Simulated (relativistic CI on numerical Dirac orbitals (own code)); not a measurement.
# Sensitivity of the levels of Ho XXXII to α and to the nuclear radius

These numbers are calculated, not measured: Dirac-Coulomb-Breit CI, separate exchange-only KLI orbitals for each configuration, derivatives by finite differences, unscaled Slater integrals, QED left out (own radial code, finite nucleus).

Configuration list (outside the closed core [Ar] 3d10): 4s²4p⁶, 4s²4p⁵4d, 4s4p⁶4d, 4s²4p⁵4f, 4s4p⁶4f, 4p⁶4d², 4p⁵4d³, 4p⁵4d²4f. Double excitations out of closed p, d and f shells are left out; levels of such configurations are missing from the list, as are those of other unlisted configurations, and high levels can miss mixing partners.

With x = (α/α₀)² − 1 an excitation energy changes as ω = ω₀ + qx; K = 2q/ω₀ is the relative enhancement. Terms are leading LS components, so labels can repeat. The field-shift factor is F = δν/δ⟨r²⟩ for the transition from the lowest level.

Lowest level 4s²4p⁶ ¹S0.

| Level | ω₀ (cm⁻¹) | q (cm⁻¹) | K | F (GHz/fm²) |
| --- | --- | --- | --- | --- |
| 4s²4p⁵4d ³P°0 | 1001933 | 31330 | 0.0625 | 5.68 |
| 4s²4p⁵4d ³P°1 | 1029852 | 41820 | 0.0812 | 5.81 |
| 4s²4p⁵4d ³F°3 | 1054507 | 33960 | 0.0644 | 5.01 |
| 4s²4p⁵4d ³D°2 | 1064006 | 36150 | 0.0679 | 5.6 |
| 4s²4p⁵4d ³F°4 | 1117454 | 121900 | 0.218 | 6.37 |
| 4s²4p⁵4d ¹D°2 | 1135325 | 123300 | 0.217 | 7.06 |
| 4s²4p⁵4d ³D°3 | 1175096 | 121300 | 0.206 | 7.66 |
| 4s²4p⁵4d ³D°1 | 1273730 | 174500 | 0.274 | 1.07 |
| 4s²4p⁵4d ³F°2 | 1470234 | 528500 | 0.719 | -38.7 |
| 4s²4p⁵4d ³D°2 | 1565041 | 617300 | 0.789 | -35.9 |
| 4s²4p⁵4d ³F°3 | 1581612 | 619700 | 0.784 | -36.8 |
| 4s²4p⁵4d ¹P°1 | 1648723 | 474100 | 0.575 | -30.4 |
| 4s4p⁶4d ³D1 | 2181396 | 518200 | 0.475 | -751 |
| 4s4p⁶4d ³D2 | 2210459 | 551500 | 0.499 | -782 |
| 4s4p⁶4d ³D3 | 2280173 | 615800 | 0.54 | -768 |
| 4s4p⁶4d ¹D2 | 2372097 | 640200 | 0.54 | -863 |
| 4s²4p⁵4f ³G4 | 2429186 | 120200 | 0.099 | 18.6 |
| 4s²4p⁵4f ³G5 | 2431750 | 137100 | 0.113 | 19.1 |
| 4s²4p⁵4f ³D1 | 2446381 | 219900 | 0.18 | -172 |
| 4s²4p⁵4f ³F3 | 2454141 | 125000 | 0.102 | 13.1 |
| 4s²4p⁵4f ³D2 | 2463204 | 240000 | 0.195 | -181 |
| 4s²4p⁵4f ³F4 | 2480288 | 138200 | 0.111 | 19.3 |
| 4s²4p⁵4f ³D3 | 2484090 | 227700 | 0.183 | -132 |

At this charge energies of transitions that change n are usually good to better than 1 %, and those within a shell (Δn = 0) to a few per cent.
